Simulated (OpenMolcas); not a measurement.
Tc3+ (d4) among equal point charges was computed by CASSCF with the d shell active (OpenMolcas, ANO-RCC-VDZP on the metal). Its lowest spin-free states, and all those of the highest spin:

```csv
2S+1,Degeneracy,E (cm-1)
5,1,0.0
5,1,12362
3,2,12754
5,1,14449
3,1,18118
1,1,18179
3,1,18463
3,1,20555
3,2,20810
5,2,21072
1,2,21367
3,1,21701
```

Question: Is the site octahedral, tetrahedral or cube-like, axial, or of lower symmetry?

Answer: The states with 2S+1 = 5 have orbital degeneracies 1, 1, 1, 2. There are pairs but no triples, so the site is axial: not cubic, but with a proper or improper axis of order three or more. The run had Tc3+ among 5 point charges of -2 e arranged as a square pyramid (C4v), 1.93 Å from the ion, with the axial distance 1.949 Å. The active orbitals were held to one l.

Without dynamic correlation the repulsion within the d shell is too large (B by tens of per cent), so at a given field states of lower spin stand too high. This shell can be high or low spin here, a state of another spin lies low, and with metal d orbitals alone active their balance is uncertain, so the ground spin may be wrong. Point charges give a weaker field than real ligands, and real ions of this kind are as a rule low spin; the high spin found here belongs to the model. This is an electrostatic model: the charges have no orbitals. An unlabelled pair can be two single states that coincide in this model. No measured value stands beside these numbers.
